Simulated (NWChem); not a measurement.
System: TiN2H3Cl; SMILES [NH]=[Ti]([NH2])[Cl]

Parts of the log:

```
             Northwest Computational Chemistry Package (NWChem) 7.3.0
             --------------------------------------------------------

 C1  symmetry detected

                             Geometry "geometry" -> ""
                             -------------------------

 Output coordinates in angstroms (scale by  1.889725989 to convert to a.u.)

  No.       Tag          Charge          X              Y              Z
 ---- ---------------- ---------- -------------- -------------- --------------
    1 Ti                  22.0000    -0.07413453     0.35170634     0.00588715
    2 N                    7.0000    -1.49931307     1.18556758    -0.00474193
    3 H                    1.0000    -2.46283342     1.51940192    -0.01374838
    4 Cl                  17.0000     0.09066934    -1.90641936    -0.00204520
    5 N                    7.0000     1.34694386     1.56906671    -0.00416462
    6 H                    1.0000     2.32721249     1.28604110    -0.00455586
    7 H                    1.0000     1.29178637     2.58370663    -0.01409893

 Effective nuclear repulsion energy (a.u.)     258.7887461165

                                 NWChem DFT Module
                                 -----------------

 Summary of "ao basis" -> "ao basis" (spherical)
 ------------------------------------------------------------------------------
       Tag                 Description            Shells   Functions and Types
 ---------------- ------------------------------  ------  ---------------------
 Ti                         def2-svp                11       31   5s3p2d1f
 N                          def2-svp                 6       14   3s2p1d
 H                          def2-svp                 3        5   2s1p
 Cl                         def2-svp                 8       18   4s3p1d

            General Information
            -------------------
          SCF calculation type: DFT
          Wavefunction type:  closed shell.
          No. of atoms     :     7
          No. of electrons :    56
           Alpha electrons :    28
            Beta electrons :    28
          Charge           :     0
          Spin multiplicity:     1
          Use of symmetry is: off; symmetry adaption is: off
          Maximum number of iterations: 150
          AO basis - number of functions:    92
                     number of shells:    40
          Convergence on energy requested:  1.00D-06
          Convergence on density requested:  1.00D-05
          Convergence on gradient requested:  5.00D-04

              XC Information
              --------------
                         B3LYP Method XC Potential
                     Hartree-Fock (Exact) Exchange  0.200
                        Slater Exchange Functional  0.800 local
                    Becke 1988 Exchange Functional  0.720 non-local
              Lee-Yang-Parr Correlation Functional  0.810
                  VWN I RPA Correlation Functional  0.190 local

             Grid Information
             ----------------
          Grid used for XC integration:  xfine
          Radial quadrature: Mura-Knowles
          Angular quadrature: Lebedev.
          Tag              B.-S. Rad. Rad. Pts. Rad. Cut. Ang. Pts.
          ---              ---------- --------- --------- ---------
          Ti                  1.40      160          11.0      1454
          N                   0.65      100          11.0      1454
          H                   0.35      100          12.0      1202
          Cl                  1.00      125          12.0      1454
          Grid pruning is: on
          Number of quadrature shells:   785
          Spatial weights used:  Erf1

      Superposition of Atomic Density Guess
      -------------------------------------

 Sum of atomic energies:       -1417.56826599

      Non-variational initial energy
      ------------------------------

 Total energy =   -1418.185777
 1-e energy   =   -2460.959126
 2-e energy   =     783.984603
 HOMO         =      -0.375642
 LUMO         =      -0.076893

     ---------------------------------------------
      Total Density - Mulliken Population Analysis
     ---------------------------------------------

    Atom       Charge   Shell Charges
 -----------   ------   -------------------------------------------------------
    1 Ti  22    19.57   2.00  2.00  2.00  0.26  0.01  6.00  6.00  0.30  0.45  0.51  0.04
    2 N    7     8.48   1.99  1.12  0.58  2.87  1.91  0.01
    3 H    1     0.77   0.59  0.13  0.05
    4 Cl  17    17.62   2.00  1.99  1.23  0.71  5.94  2.24  3.49  0.01
    5 N    7     8.05   1.99  1.05  0.50  2.71  1.80  0.00
    6 H    1     0.75   0.58  0.12  0.04
    7 H    1     0.76   0.59  0.12  0.05

   convergence    iter        energy       DeltaE   RMS-Dens  Diis-err
 ---------------- ----- ----------------- --------- --------- ---------
 d= 0,ls=0.0,diis     1  -1420.2564157680 -1.68D+03  5.15D-02  2.96D+00
 d= 0,ls=0.0,diis     2  -1405.1273299869  1.51D+01  3.96D-02  1.09D+02
 d= 0,ls=0.0,diis     3  -1419.8146365226 -1.47D+01  8.45D-03  9.54D+00
 d= 0,ls=0.0,diis     4  -1420.3803365031 -5.66D-01  5.36D-03  3.73D+00
 d= 0,ls=0.0,diis     5  -1420.4811784578 -1.01D-01  5.83D-03  2.79D+00
 d= 0,ls=0.0,diis     6  -1420.7474769252 -2.66D-01  2.32D-03  1.70D-01
  Resetting Diis
 d= 0,ls=0.0,diis     7  -1420.7625644512 -1.51D-02  1.07D-03  2.34D-02
 d= 0,ls=0.0,diis     8  -1420.7654486047 -2.88D-03  7.06D-04  9.13D-04
 d= 0,ls=0.0,diis     9  -1420.7648756698  5.73D-04  4.79D-04  5.65D-03
 d= 0,ls=0.0,diis    10  -1420.7654769252 -6.01D-04  1.87D-04  9.11D-04
 d= 0,ls=0.0,diis    11  -1420.7655799537 -1.03D-04  3.02D-05  2.41D-05
 d= 0,ls=0.0,diis    12  -1420.7655826439 -2.69D-06  8.87D-06  7.86D-07
 d= 0,ls=0.0,diis    13  -1420.7655827453 -1.01D-07  3.40D-06  1.23D-07

         Total DFT energy =    -1420.765582745268
      One electron energy =    -2466.482389658174
           Coulomb energy =      872.257233609276
    Exchange-Corr. energy =      -85.329172812847
 Nuclear repulsion energy =      258.788746116477

 Numeric. integr. density =       56.000000024804

                       DFT Final Molecular Orbital Analysis
                       ------------------------------------

 Vector   26  Occ=2.000000D+00  E=-2.799864D-01
              MO Center=  1.1D-01,  1.1D+00,  5.4D-04, r^2= 2.6D+00
   Bfn.  Coefficient  Atom+Function         Bfn.  Coefficient  Atom+Function
  ----- ------------  ---------------      ----- ------------  ---------------
    74      0.381797  5 N  pz                18      0.346486  1 Ti d  1
    37     -0.325825  2 N  pz                77     -0.320894  5 N  pz
    40      0.247271  2 N  pz                23      0.173573  1 Ti d  1
    63      0.055337  4 Cl pz                60      0.038351  4 Cl pz

 Vector   27  Occ=2.000000D+00  E=-2.703571D-01
              MO Center= -3.9D-02,  1.1D+00, -4.3D-03, r^2= 3.1D+00
   Bfn.  Coefficient  Atom+Function         Bfn.  Coefficient  Atom+Function
  ----- ------------  ---------------      ----- ------------  ---------------
    74      0.367070  5 N  pz                37      0.355076  2 N  pz
    77     -0.304697  5 N  pz                40     -0.265499  2 N  pz
    16     -0.214307  1 Ti d -1              14     -0.177653  1 Ti pz
    11      0.157044  1 Ti pz                63     -0.153740  4 Cl pz
    60     -0.115863  4 Cl pz                21     -0.099360  1 Ti d -1

 Vector   28  Occ=2.000000D+00  E=-2.597231D-01
              MO Center= -1.0D+00,  8.1D-01, -2.4D-03, r^2= 2.3D+00
   Bfn.  Coefficient  Atom+Function         Bfn.  Coefficient  Atom+Function
  ----- ------------  ---------------      ----- ------------  ---------------
    36      0.453290  2 N  py                39     -0.349110  2 N  py
    19      0.250431  1 Ti d  2              35      0.202359  2 N  px
    13     -0.174106  1 Ti py                62      0.156400  4 Cl py
    10      0.154030  1 Ti py                38     -0.145013  2 N  px
    61      0.126468  4 Cl px                59      0.124969  4 Cl py

 Vector   29  Occ=0.000000D+00  E=-9.338085D-02
              MO Center= -7.4D-02,  3.5D-01,  1.6D-02, r^2= 2.2D+00
   Bfn.  Coefficient  Atom+Function         Bfn.  Coefficient  Atom+Function
  ----- ------------  ---------------      ----- ------------  ---------------
    17      0.622690  1 Ti d  0               4      0.462236  1 Ti s
    22      0.317665  1 Ti d  0               3     -0.275485  1 Ti s
     5      0.253967  1 Ti s                 47     -0.116936  3 H  s
    54     -0.082403  4 Cl s                 19      0.068061  1 Ti d  2
    84     -0.062030  6 H  s                 46     -0.056289  3 H  s

 Vector   30  Occ=0.000000D+00  E=-5.881283D-02
              MO Center=  3.8D-03,  2.3D-01,  6.8D-03, r^2= 1.6D+00
   Bfn.  Coefficient  Atom+Function         Bfn.  Coefficient  Atom+Function
  ----- ------------  ---------------      ----- ------------  ---------------
    16      0.714483  1 Ti d -1              21      0.353696  1 Ti d -1
    63      0.219369  4 Cl pz                18     -0.185163  1 Ti d  1
    77     -0.185609  5 N  pz                74      0.179809  5 N  pz
    14     -0.168598  1 Ti pz                60      0.136075  4 Cl pz
    23     -0.087313  1 Ti d  1              11      0.086343  1 Ti pz

 Vector   31  Occ=0.000000D+00  E=-2.467104D-02
              MO Center= -2.0D-01,  5.7D-01,  4.0D-03, r^2= 1.8D+00
   Bfn.  Coefficient  Atom+Function         Bfn.  Coefficient  Atom+Function
  ----- ------------  ---------------      ----- ------------  ---------------
    18      0.686420  1 Ti d  1              23      0.340612  1 Ti d  1
    40     -0.321666  2 N  pz                37      0.285133  2 N  pz
    14     -0.211710  1 Ti pz                77      0.205994  5 N  pz
    74     -0.182176  5 N  pz                16      0.130643  1 Ti d -1
    11      0.105201  1 Ti pz                63      0.092118  4 Cl pz

     ---------------------------------------------
      Total Density - Mulliken Population Analysis
     ---------------------------------------------

    Atom       Charge   Shell Charges
 -----------   ------   -------------------------------------------------------
    1 Ti  22    21.15   2.00  2.00  2.00  0.22 -0.02  6.00  6.02  0.57  1.45  0.88  0.04
    2 N    7     7.45   1.99  1.04  0.58  2.33  1.50  0.01
    3 H    1     0.88   0.71  0.13  0.04
    4 Cl  17    17.34   2.00  1.98  1.26  0.70  5.93  2.15  3.31  0.01
    5 N    7     7.42   1.99  0.99  0.50  2.42  1.51  0.01
    6 H    1     0.89   0.71  0.13  0.04
    7 H    1     0.88   0.71  0.12  0.04

     -------------------------------------------
      Total Density - Lowdin Population Analysis
     -------------------------------------------

    Atom       Charge   Shell Charges
 -----------   ------   -------------------------------------------------------
    1 Ti  22    21.76   2.00  2.00  1.87  0.27  0.07  5.99  5.81  0.91  1.32  1.42  0.10
    2 N    7     7.14   1.97  0.79  0.50  2.15  1.71  0.03
    3 H    1     0.95   0.59  0.23  0.13
    4 Cl  17    17.13   2.00  1.96  1.04  0.80  5.82  2.27  3.23  0.01
    5 N    7     7.16   1.97  0.73  0.45  2.22  1.77  0.02
    6 H    1     0.93   0.59  0.22  0.12
    7 H    1     0.93   0.59  0.21  0.12

     Multipole analysis of the density
     ---------------------------------

     L   x y z        total         alpha         beta         nuclear
     -   - - -        -----         -----         ----         -------
     0   0 0 0     -0.000000    -28.000000    -28.000000     56.000000

     1   1 0 0      0.377378      0.188689      0.188689      0.000000
     1   0 1 0      1.016767      0.508384      0.508384      0.000000
     1   0 0 1      0.013742      0.006871      0.006871     -0.000000

     2   2 0 0    -26.459553    -87.947560    -87.947560    149.435567
     2   1 1 0      0.809660     -2.144331     -2.144331      5.098321
     2   1 0 1      0.005200     -0.002384     -0.002384      0.009968
     2   0 2 0    -33.052283   -199.038851   -199.038851    365.025419
     2   0 1 1     -0.031893      0.049111      0.049111     -0.130114
     2   0 0 2    -29.105744    -14.555588    -14.555588      0.005431

            General Information
            -------------------
          SCF calculation type: DFT
          Wavefunction type:  closed shell.
          No. of atoms     :     7
          No. of electrons :    56
           Alpha electrons :    28
            Beta electrons :    28
          Charge           :     0
          Spin multiplicity:     1
          Use of symmetry is: off; symmetry adaption is: off
          Maximum number of iterations: 150
          AO basis - number of functions:    92
                     number of shells:    40
          Convergence on energy requested:  1.00D-06
          Convergence on density requested:  1.00D-05
          Convergence on gradient requested:  5.00D-04

              XC Information
              --------------
                         B3LYP Method XC Potential
                     Hartree-Fock (Exact) Exchange  0.200
                        Slater Exchange Functional  0.800 local
                    Becke 1988 Exchange Functional  0.720 non-local
              Lee-Yang-Parr Correlation Functional  0.810
                  VWN I RPA Correlation Functional  0.190 local

             Grid Information
             ----------------
          Grid used for XC integration:  xfine
          Radial quadrature: Mura-Knowles
          Angular quadrature: Lebedev.
          Tag              B.-S. Rad. Rad. Pts. Rad. Cut. Ang. Pts.
          ---              ---------- --------- --------- ---------
          Ti                  1.40      160          11.0      1454
          N                   0.65      100          11.0      1454
          H                   0.35      100          12.0      1202
          Cl                  1.00      125          12.0      1454
          Grid pruning is: on
          Number of quadrature shells:   785
          Spatial weights used:  Erf1

          Convergence Information
          -----------------------
          Convergence aids based upon iterative change in
          total energy or number of iterations.
          Levelshifting, if invoked, occurs when the
          HOMO/LUMO gap drops below (HL_TOL):  1.00D-02
          DIIS, if invoked, will attempt to extrapolate
          using up to (NFOCK): 10 stored Fock matrices.

                    Damping( 0%)  Levelshifting(0.5)       DIIS
                  --------------- ------------------- ---------------
          dE  on:    start            ASAP                start
          dE off:    2 iters        150 iters           150 iters

                            NWChem DFT Gradient Module
                            --------------------------

  charge          =   0.00
  wavefunction    = closed shell

                         DFT ENERGY GRADIENTS

    atom               coordinates                        gradient
                 x          y          z           x          y          z
   1 Ti     -0.140094   0.664629   0.011125   -0.004922   0.006996  -0.000103
   2 N      -2.833291   2.240398  -0.008961    0.008854  -0.005370   0.000045
   3 H      -4.654080   2.871253  -0.025981    0.001672  -0.000493   0.000021
   4 Cl      0.171340  -3.602610  -0.003865   -0.000370   0.002795   0.000006
   5 N       2.545355   2.965106  -0.007870   -0.003061  -0.002438   0.000012
   6 H       4.397794   2.430265  -0.008609   -0.001906   0.000269   0.000003
   7 H       2.441122   4.882498  -0.026643   -0.000268  -0.001759   0.000016
```

Level: B3LYP/def2-SVP. All runs use the structure optimised with PBE0/def2-SVP. B3LYP is NWChem's, with the RPA form of VWN correlation.

Q: Which NWChem input produces such a log?

A: Several could match; the one computed here: the input that was run:
```
start job
memory heap 200 mb stack 900 mb global 1100 mb
geometry units angstroms noautoz
  Ti    -0.058548     0.183995     0.289433
  N     -1.350186     1.161908     0.608696
  H     -2.256033     1.603317     0.765212
  Cl    -0.215388    -1.997086    -0.297629
  N      1.518117     1.176522     0.464215
  H      2.447238     0.784140     0.309940
  H      1.606593     2.157707     0.713380
end
basis spherical
  Ti library def2-svp
  N library def2-svp
  H library def2-svp
  Cl library def2-svp
end
dft
  xc b3lyp
  grid xfine
  iterations 150
  mulliken
end
task dft gradient
```
